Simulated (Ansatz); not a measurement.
One change: `OC(F)BCl` becomes `O=CC(O)F`.

Ansatz, PBE0-D4/def2-TZVP geometries, multiplicity 1. Each molecule was computed in one conformer, which needn't be the lowest.

| property | `OC(F)BCl` |
| --- | --- |
| LUMO energy (B3LYP/def2-TZVPP) / eV | -2.07 |
| ideal-gas entropy at 298 K and 1 bar (rigid rotor, harmonic PBE0-D4/def2-TZVP) / J/(mol·K) | 334 |
| HOMO energy (PBE0/def2-TZVPP) / eV | -8.63 |
| LUMO energy (PBE0/def2-TZVPP) / eV | -1.86 |
| zero-point energy (PBE0-D4/def2-TZVP) / kJ/mol | 127.6 |
| LUMO energy (ωB97M-V/def2-TZVPP) / eV | 0.22 |

Question: Give the same properties after the change, and the shifts. (Estimate.)

Answer: Ansatz gave: 
```
                                                                                  property  `O=CC(O)F`  shift
                                                       LUMO energy (B3LYP/def2-TZVPP) / eV       -2.13  -0.06
ideal-gas entropy at 298 K and 1 bar (rigid rotor, harmonic PBE0-D4/def2-TZVP) / J/(mol·K)         300    -34
                                                        HOMO energy (PBE0/def2-TZVPP) / eV       -8.47   0.16
                                                        LUMO energy (PBE0/def2-TZVPP) / eV       -1.82   0.04
                                            zero-point energy (PBE0-D4/def2-TZVP) / kJ/mol       142.7   15.1
                                                     LUMO energy (ωB97M-V/def2-TZVPP) / eV        0.55   0.33
```

Modes under 60 cm⁻¹, often nearly free rotors, make the harmonic entropy too high.

B3LYP here is the variant with VWN-RPA as its local correlation; programs differ in this.
